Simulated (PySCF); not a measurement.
Radial density of Sm⁵⁸⁺ (samarium, charge +58)

MN15, [He] 2s2, closed-shell 1S. All numbers are calculated (PySCF 2.14, scalar relativity by spin-free X2C-1e, in an even-tempered Gaussian basis (19 s from 35 bohr⁻², ratio 2.2; 8 p from 54 bohr⁻², ratio 2.4; 5 d from 160 bohr⁻², ratio 2.4; 5 f from 240 bohr⁻², ratio 2.4; 4 g from 360 bohr⁻², ratio 2.4)).

```tsv
r (bohr)	4πr²ρ (e/bohr)
0.0193	66.92
0.0325	31.05
0.0547	20.05
0.0920	22.49
0.155	4.596
0.260	0.05793
0.438	1.106e-05
```

Densities and radii are taken from the X2C orbitals without a picture-change correction, which distorts them close to the nucleus.
